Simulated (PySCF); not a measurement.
**Working out the ionisation energy of Ta⁺**

Ta⁺ [Xe] 4f14 5d3 6s1 (5F) → Ta²⁺ [Xe] 4f14 5d3 (4F). Calculation: PySCF 2.14, in aug-cc-pVTZ-PP with one added diffuse shell each of s, p, d, f, g type with ECP60MDF (7s7p6d4f3g, 113 functions); scalar relativity through the core potential. Frozen: 5s2 5p6. Energies in hartree (1 hartree = 27.21139 eV):

```csv
part,Ta⁺ (lower),Ta²⁺ (upper)
UHF,-56.534486,-56.012895
MP2 opposite-spin,0.000000,0.000000
MP2 same-spin,-0.027340,-0.013809
```

What does Hartree-Fock give?

(-56.012895) − (-56.534486) = 0.521591 hartree = 14.193 eV.

What do MP2 and SCS-MP2 (6/5 opposite-spin, 1/3 same-spin) give?

The opposite-spin parts differ by 0.000 eV and the same-spin parts by 0.368 eV. MP2: 14.193 + (0.000) + (0.368) = 14.561 eV. SCS-MP2: 14.193 + 1.2 × (0.000) + (0.368)/3 = 14.316 eV.

Reference: 16.2 ± 0.5 eV (semi-empirical (NIST evaluation); NIST Atomic Spectra Database, ionization energies), between the lowest levels; spin-orbit coupling is absent from the calculation.

What remains against the reference includes basis incompleteness, the frozen core and correlation beyond second order.
